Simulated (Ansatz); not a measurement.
Interaction energy ladder

The pair of HBr (SMILES Br, atoms 1–2) and CH$_{3}$F (SMILES CF, atoms 3–7), both closed shells, in one local arrangement (a lower one may exist), relaxed at PBE0-D4/def2-TZVP:

Br1  (-0.412, 1.045, -2.469)
H2  (-1.210, -0.056, -2.881)
C3  (0.315, -0.176, 1.015)
F4  (0.517, -0.679, 2.281)
H5  (-0.733, 0.109, 0.904)
H6  (0.571, -0.942, 0.280)
H7  (0.953, 0.699, 0.871)
(Å)

Ansatz 0.2.0; basis: def2-TZVPPD, with def2-QZVPPD for the basis limit; cores frozen in the correlated methods. Filled d shells of the heavier atoms are correlated. The def2 sets are not built for correlating such inner shells, so the correlated values are less sure here. B3LYP uses VWN-RPA correlation. Extrapolation: Hartree–Fock as exp(−7.88 √X), correlation as X^−2.97. Interaction energies count from these two fragments, frozen as in the pair, with the counterpoise correction; negative means bound.

Q: What is the interaction energy by CCSD(T) at an estimated basis limit (MP2 extrapolated from triple and quadruple zeta, plus CCSD(T) − MP2 in triple zeta)? (To be estimated.)

A: Computed: -3.9 kJ/mol. Hartree–Fock alone gives 0.7 kJ/mol at the basis limit, so without correlation the pair would not bind at this distance. It counts from the two fragments frozen as in the pair.

The same quantity by other methods in triple zeta, and each one's difference from that estimate:
| method | E_int (kJ/mol) | difference |
| --- | --- | --- |
| PBE-D4 | -4.4 | -0.5 |
| revPBE-D4 | -3.2 | 0.7 |
| BLYP-D4 | -2.9 | 1.0 |
| r2SCAN-D4 | -3.5 | 0.4 |
| B97M-V | -3.7 | 0.2 |
| PBE0-D4 | -4.0 | -0.1 |
| B3LYP-D4 | -3.5 | 0.5 |
| HSE06-D4 | -4.0 | -0.1 |
| wB97X-V | -3.9 | 0.0 |
| wB97M-V | -3.7 | 0.3 |
| B2PLYP | -1.3 | 2.6 |
| HF | 0.7 | 4.6 |
| MP2 | -3.4 | 0.6 |
| CCSD | -2.6 | 1.3 |
| CCSD(T) | -3.2 | 0.7 |
Differences are method less estimate.

Basis-set superposition shift (counterpoise-corrected less uncorrected): CCSD(T) 2.0; MP2 2.0; HF 0.2; PBE0-D4 0.2; wB97M-V 0.2 kJ/mol.

No T1 diagnostic of these runs exceeds 0.011.

For scale, one of the runs: CCSD(T)/def2-TZVPPD, 202 basis functions, launched by `ansatz run in.yaml --threads 4 --pin off --events-out ev --progress --plain --max-ram 9574MiB`. Hardware: 4 CPU threads of an Intel Xeon Platinum 8488C, shared host. Wall time 36 s; peak host memory 2.6 GiB.
